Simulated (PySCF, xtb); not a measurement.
C₂H₂BF₃, SMILES C=C(F)B(F)F. The values are those of a single conformer.

Harmonic wavenumbers (cm⁻¹) from GFN2-xTB run with xtb 6.7.1 at its own minimum, in rising order: 64, 150, 285, 324, 411, 481, 594, 694, 721, 911, 929, 1134, 1293, 1330, 1357, 1638, 3117, 3168.

Question: What does PBE-D3(BJ)/def2-SVP (PySCF) give at its own minimum? (Estimate from the structure and the level; the computed values follow.)

Answer: 72, 173, 329, 336, 425, 510, 682, 708, 733, 879, 924, 1155, 1323, 1387, 1412, 1651, 3098, 3209. Paired by order, the mean absolute difference is 29 cm⁻¹ and the zero-point energies are 26.6 and 27.2 kcal/mol.
